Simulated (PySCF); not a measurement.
Molecule: C₂H₇AlOSe, SMILES C[O][Al]([CH3])[SeH], singlet. Atoms near the plane z = 1.5 Å, at the B3LYP/def2-SVP optimised geometry (x, y, z in Å): Al1 (-0.5, 0.1, 0.0), C2 (-1.5, -1.6, 0.0), H4 (-2.6, -1.5, 0.0), H5 (-1.2, -2.2, 0.9), O6 (1.2, 0.1, 0.0), C7 (2.3, 0.9, 0.0), H8 (2.0, 2.0, -0.1), H9 (2.9, 0.8, 0.9), Se11 (-1.6, 2.2, 0.0), H12 (-2.9, 1.6, 0.0).

Level of theory: B3LYP/def2-TZVP in PySCF. The values are rescaled to run from 0 to 1.

```
|1111111000000111111111111111111|
|1111110000000011111111111111111|
|1111110000000001111111111111111|
|1111110000000001111111111111111|
|1111110000000001111111111111111|
|1111110000000001111111111111111|
|1111110000000011111111111111111|
|1111111111111111111111111111111|
|1111111112221111111122122222211|
|1111111112221112222222222222221|
|1222211112221222222222223322221|
|2222221111222343322222355432221|
|2222222222235665422123599742221|
|2222222223457997521113599843221|
|2222222223579999521012468632221|
|2222222234589999520001234322211|
|2222222233579998520000112222111|
|2222222223456776420000011111111|
|2222222222344554320000011111111|
|2222222222344443211000011111111|
|2222222223466432211000011111111|
|1122221123699642211100111111111|
|1111111123799742211111111111111|
|1111111122577532211111111111111|
|1111111112344322111111111111111|
|1111111112222222111111111111111|
|1111111111222221111111111111111|
|1111111111111111111111111111111|
|1111111111111111111111111111111|
|1111111111111111111111111111111|
|1111111111111111111111111111111|
```
Scale: ten equal steps from 0.000 (start of '0') to 1.00 (end of '9'), in the order '0123456789'; x runs from -5.00 to 5.00, y from -5.00 (bottom) to 5.00 (top).

Question: Which quantity is mapped?
A. deformation density (molecule minus spherical neutral atoms)
B. an orbital amplitude
C. log10 of the electron density
D. electrostatic potential

Answer: D, electrostatic potential. In full: electrostatic potential (hartree/e), clipped to [-0.08, 0.12].
